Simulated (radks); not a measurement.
The numbers below are computed, except where a source is named.
Spherical jellium clusters: N electrons in a uniform positive sphere of charge N and radius rs N^(1/3), rs = 4.95 bohr. Level of theory: non-relativistic Kohn-Sham, LDA (Slater exchange, Perdew-Wang correlation), spin-polarised, spherical densities (a radial shooting solver with Libxc functionals). Levels are named by radial order and angular momentum (1s, 1p, 1d, 2s, ...), and open shells are averaged over m.

N = 7, configuration 1s2 1p(up 3, down 2). This is the lowest configuration that the search found. Occupied and some empty levels:

| level | occupation | eigenvalue (eV) | <r> (bohr) |
|---|---|---|---|
| 1s up | 1 | -3.5914 | 6.357 |
| 1s down | 1 | -3.4475 | 6.377 |
| 1p up | 3 | -2.7190 | 7.592 |
| 1p down | 2 | -2.5806 | 7.664 |
| 1d up | 0 | -1.6410 | 8.760 |
| 1d down | 0 | -1.5233 | 8.878 |
| 2s up | 0 | -1.2129 | 8.651 |
| 2s down | 0 | -1.1381 | 8.791 |
| 1f up | 0 | -0.49187 | 10.33 |
| 1f down | 0 | -0.40690 | 10.56 |

Energy (eV): total -12.1726, kinetic 8.2470, external -166.66, Hartree 82.513, exchange-correlation -20.756, background 84.488.

Electron density:

| r (bohr) | n(r) (e/bohr^3) |
|---|---|
| 0.690 | 0.001388 |
| 1.84 | 0.001655 |
| 2.99 | 0.002057 |
| 4.14 | 0.002409 |
| 5.30 | 0.002506 |
| 6.45 | 0.002223 |
| 7.60 | 0.001626 |
| 8.75 | 0.0009599 |
| 9.90 | 0.0004621 |
| 11.1 | 0.0001915 |
| 12.2 | 0.00007259 |
| 13.4 | 0.00002587 |
| 14.5 | 8.849e-06 |
